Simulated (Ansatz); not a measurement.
Relaxation of F₂GeH₂ (5 atoms, charge 0, multiplicity 1), to a largest force component of 0.03 eV/Å in at most 50 steps.

Method: RKS r2SCAN-D4/def2-SVP (Ansatz 0.2.0).

```xyz
5
Properties=species:S:1:pos:R:3
Ge 0.127 0.063 0.197
H 0.471 -0.068 1.674
F 1.808 0.012 -0.041
H -0.543 1.251 -0.483
F -0.609 -1.364 -0.459
```

Where does it end, and by what steps?

The run converged. After 3 steps the energy has fallen by 0.401 eV; H2 moved furthest, 0.28 Å.

```
step  energy less start (eV)  largest force component (eV/Å)  accepted
   0                  0.0000                           1.470       yes
   1                 -0.3565                           0.329       yes
   2                 -0.3938                           0.272       yes
   3                 -0.4010                           0.022       yes
```

```xyz
5
Properties=species:S:1:pos:R:3
Ge 0.202 0.058 0.241
H 0.211 -0.064 1.763
F 1.844 0.011 -0.305
H -0.475 1.262 -0.409
F -0.529 -1.373 -0.402
```

Whether the end is a true minimum wasn't checked by a vibrational analysis.

Run time: 14 s on 1 thread of Intel(R) Xeon(R) Platinum 8488C (Sapphire Rapids), on a shared host, peak memory 0.14 GiB.
